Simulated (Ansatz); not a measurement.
Cu2(OH)4 (Cu2O4H4) was relaxed with PBE-D4 (def2-SVP) in Ansatz in these states: neutral singlet, neutral triplet. The geometries follow in no particular order.

A:

Cartesian coordinates in Å:
```
Cu 0.067 -1.113 -0.879
O -0.292 -2.207 -2.261
O -0.506 -0.802 0.959
Cu -0.028 1.088 0.912
O -0.510 2.636 1.690
O 1.171 0.447 -0.486
H 0.296 -2.989 -2.263
H -1.464 -0.947 1.087
H 0.033 2.825 2.482
H 1.235 1.063 -1.241
```

B:

```xyz
10

Cu    1.541    0.054   -0.145
O     3.325    0.111   -0.294
O    -0.075    1.065   -0.490
Cu   -1.507    0.066    0.349
O    -3.247    0.133    0.773
O     0.091   -1.006    0.582
H     3.636   -0.298   -1.126
H    -0.130    1.971   -0.849
H    -3.807   -0.277    0.084
H     0.174   -1.818    1.116
```

Judge from the bond lengths which geometry belongs to which state (an estimate).

A is the neutral triplet (Cu1–Cu4 2.839 Å, Cu1–O6 1.951 Å, O3–Cu4 1.950 Å); B is the neutral singlet (Cu1–Cu4 3.087 Å, Cu1–O6 1.938 Å, O3–Cu4 1.938 Å).

The restricted singlet is unstable towards broken spin symmetry in Hartree–Fock (as tested in another run); at PBE-D4/def2-SVP this wasn't settled. At PBE0-D4/def2-TZVP a triplet lies 1.71 eV below the neutral singlet.
